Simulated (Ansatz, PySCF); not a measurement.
Torsion H4–N1–Ge2–Br3 in BrGeH2N (SMILES [NH2][Ge][Br]); at each angle all else is relaxed with GFN2-xTB, and the levels are single points there.
Geometry at 0° (charge 0, multiplicity 1):
```
atom    x (Å)    y (Å)    z (Å)
----  -------  -------  -------
N     -0.7116   0.0049  -0.0667
Ge     0.7227  -1.0574  -0.3707
Br     1.9971   0.5969  -1.4690
H     -0.8363   0.9757  -0.3203
H     -1.5382  -0.3234   0.4088
```

On the grid 0° to 330°, 270° is the highest and 0° the lowest point at CCSD(T)/CBS(cc-pVTZ, cc-pVQZ).

Correlated levels freeze the cores. Filled d and f shells under p-block atoms count as core. CBS(a, b) extrapolates the correlation energy as X⁻³ and adds the Hartree–Fock energy of set b.

Run with Ansatz (Gaussian orbitals); PySCF for the dispersion terms. Each number belongs to the level named beside it.

The comparison value is 50.9 kJ/mol (CCSD(T)/CBS(cc-pVTZ, cc-pVQZ)). It is a level with limits of its own, not the exact answer.

Question: Order these levels by how close they come to the comparison value for the energy at 270° less that at 0°, closest first: BLYP-D3(BJ)/def2-TZVPP, PBE0-D3(BJ)/def2-TZVPP, r2SCAN/def2-TZVPP, PBE-D3(BJ)/def2-TZVPP, wB97M-V/def2-TZVPP. Give each level's value less the comparison value.

Answer: PBE0-D3(BJ)/def2-TZVPP (0.3 kJ/mol), wB97M-V/def2-TZVPP (1.1 kJ/mol), PBE-D3(BJ)/def2-TZVPP (-2.0 kJ/mol), r2SCAN/def2-TZVPP (3.0 kJ/mol), BLYP-D3(BJ)/def2-TZVPP (-4.1 kJ/mol)

Ansatz is a program for electronic structure.
